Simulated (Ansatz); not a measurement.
A structure relaxed at PBE0-D4/def2-TZVP in Ansatz, charge 0, singlet:

```xyz
6

Cu   -1.472   -0.181    0.530
P     0.602    0.075   -0.216
H     0.819    0.513   -1.540
H     1.477   -1.032   -0.240
H     1.470    0.985    0.426
H    -2.896   -0.359    1.040
```

(1) Give its formula, name or SMILES and point group.

(2) Summarise the bond lengths by kind (pairs closer than 1.2 times the sum of covalent radii, bridged metal pairs left out).

Results:

(1) Cu(PH3)H (CuPH₄). Point group C3v (tolerance 0.1 Å).

(2) 1 × Cu–P 2.22 Å; 3 × H–P 1.41 Å; 1 × Cu–H 1.52 Å. The metal has 2 neighbours: P 2.22 Å, H 1.52 Å.
